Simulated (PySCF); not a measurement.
All values below come from PBE-D3(BJ)/def2-TZVP // PBE0-D3(BJ)/def2-TZVP (PySCF 2.14.0). Gas-phase values, no solvent. 

Reference species (SMILES): `[Cl][GeH3]` (neutral, multiplicity 1).

```yaml
HOMO–LUMO gap: 6.19 eV
```

Changed species: `[GeH4]` (0 of 4 H replaced by Cl; the reference has 1 of 4 H replaced by Cl).

Predict the effect on the HOMO–LUMO gap.

the HOMO–LUMO gap rises by 2.34 eV, to 8.53 eV.
